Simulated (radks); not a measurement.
The numbers below are computed, except where a source is named.
Problem. Species: Os57+. Configuration: [Ar] 3d1. Level of theory: Dirac Kohn-Sham, exchange-only PBE, spin-unpolarised, spherical densities, finite nucleus; open shells fill j = l - 1/2 first; Fermi nuclear charge, rms radius 5.4126 fm (a radial shooting solver on a logarithmic mesh with Libxc functionals). Some entries of the table are withheld. Estimate them.

orbital,occ.,eigenvalue (Ry),<r^2> (bohr^2),<r> (bohr)
1s1/2,2,(1),0.0004335,0.01774
2s1/2,2,-1240.437,0.006474,0.07368
2p1/2,2,(2),(3),0.06081
2p3/2,4,(4),(5),0.06879
3s1/2,2,(6),0.03775,0.1816
3p1/2,2,-464.5787,0.03393,(7)
3p3/2,4,-435.4671,0.03882,(8)
3d3/2,1,-414.9947,0.02862,0.1572
3d5/2,0,-408.2602,0.02991,0.1611

Solution. 
(1) 1s1/2 eigenvalue (Ry): -5724.537
(2) 2p1/2 eigenvalue (Ry): -1203.212
(3) 2p1/2 <r^2> (bohr^2): 0.004600
(4) 2p3/2 eigenvalue (Ry): -1089.010
(5) 2p3/2 <r^2> (bohr^2): 0.005746
(6) 3s1/2 eigenvalue (Ry): -479.0064
(7) 3p1/2 <r> (bohr): 0.1708
(8) 3p3/2 <r> (bohr): 0.1832
